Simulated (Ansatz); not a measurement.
Geometry optimisation, RKS revPBE-D4/def2-mTZVP in Ansatz 0.2.0.

Input:

```yaml
crystal:
  periodic: [false, false, false]
  atoms:
    - { symbol: C, position_ang: [-0.6523, 1.0402, -0.4311] }
    - { symbol: S, position_ang: [-0.8926, -0.11, 0.9137] }
    - { symbol: Sb, position_ang: [0.6402, -1.7155, -0.1015] }
    - { symbol: H, position_ang: [-0.9429, 0.6314, -1.4035] }
    - { symbol: H, position_ang: [0.3597, 1.4035, -0.5331] }
    - { symbol: H, position_ang: [-1.3388, 1.9858, -0.243] }
    - { symbol: H, position_ang: [-0.72398, -2.80913, -0.57758] }
    - { symbol: H, position_ang: [0.52726, -0.9295, -1.67827] }
basis:
  gaussian: { orbitals: def2-mTZVP }
hamiltonian:
  xc: revpbe
  dispersion: d4
relax:
  f_tol: 0.015
  max_steps: 40
output:
  orbitals: {}
```

Command:

```bash
$ ansatz run input.yaml --threads 2 --pin off --max-ram 3072MiB --backend cpu --events-out ev --progress --plain --runs-dir out
```

Problem. Where does it end, and by what steps?

Solution. The forces met the threshold. After 14 steps the energy has fallen by 0.431 eV; H8 moved furthest, 1.08 Å.

```csv
step,energy less start (eV),largest force component (eV/Å),accepted
0,0.0000,2.724,yes
1,-0.2323,0.813,yes
2,-0.2859,0.405,yes
3,-0.3030,0.155,yes
4,-0.3140,0.132,yes
5,-0.3211,0.425,yes
6,-0.3367,0.304,yes
7,-0.3815,0.091,yes
8,-0.4034,0.216,yes
9,-0.3715,0.482,no
10,-0.4160,0.107,yes
11,-0.4257,0.065,yes
12,-0.4298,0.083,yes
13,-0.4202,0.469,no
14,-0.4306,0.003,yes
```

```xyz
8
Properties=species:S:1:pos:R:3
C -0.830 1.046 -0.479
S -0.435 0.050 1.023
Sb 0.418 -2.033 0.022
H -1.585 0.542 -1.096
H 0.072 1.230 -1.076
H -1.233 2.006 -0.128
H -0.850 -2.129 -1.172
H 1.420 -1.216 -1.148
```

Whether the end is a true minimum wasn't checked by a vibrational analysis.

Run time: 26 s on 2 threads of Arm Neoverse V2, on a shared host, peak memory 0.17 GiB.
